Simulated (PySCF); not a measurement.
Highest orbital energy against ionisation energy along the second row

Calculated with PySCF 2.14, no spin-orbit coupling. Each cell gives −ε(HOMO) / ΔSCF in eV; NIST values include spin-orbit coupling, (s) semi-empirical, (t) theoretical.

```
                               species              UHF              LDA              PBE             PBE0           r2SCAN  NIST (lowest levels)
 B²⁺ (aug-cc-pwCVDZ, non-relativistic)  37.798 / 37.794  32.351 / 37.868  32.645 / 38.256  34.039 / 38.200  32.903 / 37.834                37.931
 C²⁺ (aug-cc-pwCVDZ, non-relativistic)  46.077 / 45.769  40.137 / 46.934  40.349 / 47.107  42.022 / 47.041  40.640 / 46.595                47.888
 N²⁺ (aug-cc-pwCVDZ, non-relativistic)  47.868 / 47.154  38.492 / 47.715  38.760 / 47.890  41.161 / 47.872  39.668 / 48.067            47.445 (s)
 O²⁺ (aug-cc-pwCVDZ, non-relativistic)  55.654 / 54.520  44.924 / 55.329  45.017 / 55.211  47.823 / 55.234  46.042 / 55.521            54.936 (s)
 F²⁺ (aug-cc-pwCVDZ, non-relativistic)  63.737 / 62.155  51.561 / 63.112  51.532 / 62.813  54.750 / 62.871  52.737 / 63.103            62.708 (s)
Ne²⁺ (aug-cc-pwCVDZ, non-relativistic)  63.902 / 61.655  52.103 / 63.569  52.487 / 63.814  55.646 / 63.634  53.288 / 63.486                63.423
```

Problem. How far is −ε(HOMO) from ΔSCF on average for each method, and why?

Solution. UHF 1.00 eV; LDA -9.16 eV; PBE -9.05 eV; PBE0 -6.57 eV; r2SCAN -8.22 eV. Hartree-Fock orbital energies lack relaxation and so exceed the ΔSCF value; semilocal functionals have convex E(N) from self-interaction, so their HOMO lies far too high; exact exchange moves hybrids part of the way back.
